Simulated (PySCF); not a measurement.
## Relaxation of singlet [Rb3S]+

Level of theory: PBE0/[S def2-TZVP, Rb def2-TZVP with ECP28], scalar-relativistic core potentials, density fitting, no spin–orbit coupling, PySCF. A (50,194) grid was used.

A hand-made trigonal planar start, of D3h symmetry, held to at least that symmetry:

```xyz
4
charge 1 multiplicity 1, angstrom
S     0.0000    0.0000    0.0000
Rb    3.0674    0.0000    0.0000
Rb   -1.5337    2.6564    0.0000
Rb   -1.5337   -2.6564    0.0000
```

At each step, columns x, y, z (Å) and Fx, Fy, Fz (eV/Å):

```
step 0  E − E(last) = 2.75 kJ/mol
S    0.000   0.000   0.000   0.051   0.000   0.000
Rb   3.067   0.000   0.000  -0.288   0.000   0.000
Rb  -1.534   2.656   0.000   0.118  -0.216   0.000
Rb  -1.534  -2.656   0.000   0.118   0.216   0.000
step 1  E − E(last) = 1.98 kJ/mol
S    0.000   0.000   0.000   0.052   0.000   0.000
Rb   3.056   0.000   0.000  -0.252   0.000   0.000
Rb  -1.528   2.646   0.000   0.100  -0.186   0.000
Rb  -1.528  -2.646   0.000   0.100   0.186   0.000
step 2  E − E(last) = 0.03 kJ/mol
S    0.000   0.000   0.000   0.034   0.000   0.000
Rb   2.985   0.000   0.000   0.019   0.000   0.000
Rb  -1.493   2.585   0.000  -0.026   0.021   0.000
Rb  -1.493  -2.585   0.000  -0.026  -0.021   0.000
step 3  E − E(last) = 0.00 kJ/mol
S    0.000   0.000   0.000   0.037   0.000   0.000
Rb   2.993   0.000   0.000  -0.015   0.000   0.000
Rb  -1.496   2.592   0.000  -0.011  -0.004   0.000
Rb  -1.496  -2.592   0.000  -0.011   0.004   0.000
```

It ends at D3h with Rb–Rb 5.184 Å (×3), S–Rb 2.993 Å (×3); Rb–Rb–Rb 60.0° (×3), Rb–Rb–S 30.0° (×6), Rb–S–Rb 120.0° (×3). No frequency check is given, so it may be a saddle point. Other isomers or separated fragments may lie lower.

The relaxation took 62 s on 2 threads of a shared Intel Xeon @ 2.50GHz (Skylake/Cascade Lake) host, with 136 basis functions and 4 gradients; the process peaked at 0.73 GiB.
